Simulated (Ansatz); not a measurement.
Geometry optimisation, RKS PBE/def2-SVP in Ansatz 0.2.0.

Input file:

```yaml
crystal:
  periodic: [false, false, false]
  atoms:
    - { symbol: C, position_ang: [-0.3311, 0.6209, -0.65] }
    - { symbol: "N", position_ang: [0.9588, 0.3164, -0.2108] }
    - { symbol: Sb, position_ang: [0.8068, -1.0237, 1.3888] }
    - { symbol: H, position_ang: [-0.8598, -0.2326, -0.9825] }
    - { symbol: H, position_ang: [-0.3081, 1.3529, -1.5432] }
    - { symbol: H, position_ang: [-0.9338, 1.1938, 0.1508] }
    - { symbol: H, position_ang: [1.4675, -0.1846, -0.9861] }
    - { symbol: H, position_ang: [1.90078, -0.14628, 2.35228] }
    - { symbol: H, position_ang: [2.00553, -2.14751, 0.73113] }
basis:
  gaussian: { orbitals: def2-SVP }
hamiltonian:
  xc: pbe
relax:
  f_tol: 0.015
  max_steps: 40
```

Command:

```bash
$ ansatz run input.yaml --threads 1 --pin off --max-ram 2048MiB --backend cpu --events-out ev --progress --plain --runs-dir out
```

Question: Where does it end, and by what steps?

Answer: The run converged. After 14 steps the energy has fallen by 0.417 eV; H8 moved furthest, 0.91 Å.

```json
{"step": "0", "energy less start (eV)": "0.0000", "largest force component (eV/Å)": "3.367", "accepted": "yes"}
{"step": "1", "energy less start (eV)": "-0.3056", "largest force component (eV/Å)": "0.930", "accepted": "yes"}
{"step": "2", "energy less start (eV)": "-0.3436", "largest force component (eV/Å)": "0.168", "accepted": "yes"}
{"step": "3", "energy less start (eV)": "-0.3480", "largest force component (eV/Å)": "0.276", "accepted": "yes"}
{"step": "4", "energy less start (eV)": "-0.3604", "largest force component (eV/Å)": "0.107", "accepted": "yes"}
{"step": "5", "energy less start (eV)": "-0.3677", "largest force component (eV/Å)": "0.211", "accepted": "yes"}
{"step": "6", "energy less start (eV)": "-0.3960", "largest force component (eV/Å)": "0.082", "accepted": "yes"}
{"step": "7", "energy less start (eV)": "-0.4001", "largest force component (eV/Å)": "0.315", "accepted": "yes"}
{"step": "8", "energy less start (eV)": "-0.4042", "largest force component (eV/Å)": "0.364", "accepted": "yes"}
{"step": "9", "energy less start (eV)": "-0.4022", "largest force component (eV/Å)": "0.277", "accepted": "no"}
{"step": "10", "energy less start (eV)": "-0.4163", "largest force component (eV/Å)": "0.115", "accepted": "yes"}
{"step": "11", "energy less start (eV)": "-0.4166", "largest force component (eV/Å)": "0.082", "accepted": "yes"}
{"step": "12", "energy less start (eV)": "-0.4171", "largest force component (eV/Å)": "0.063", "accepted": "yes"}
{"step": "13", "energy less start (eV)": "-0.4172", "largest force component (eV/Å)": "0.017", "accepted": "yes"}
{"step": "14", "energy less start (eV)": "-0.4172", "largest force component (eV/Å)": "0.006", "accepted": "yes"}
```

```xyz
9
Properties=species:S:1:pos:R:3
C -0.385 0.565 -0.751
N 0.863 0.509 -0.002
Sb 0.918 -0.731 1.677
H -0.652 -0.350 -1.338
H -0.360 1.415 -1.469
H -1.234 0.764 -0.061
H 1.656 0.318 -0.626
H 2.619 -0.456 1.891
H 1.282 -2.283 0.928
```

Whether the end is a true minimum wasn't checked by a vibrational analysis.

Time of the run: 63 s on 1 thread of Arm Neoverse N1 (shared host), peak memory 0.12 GiB.
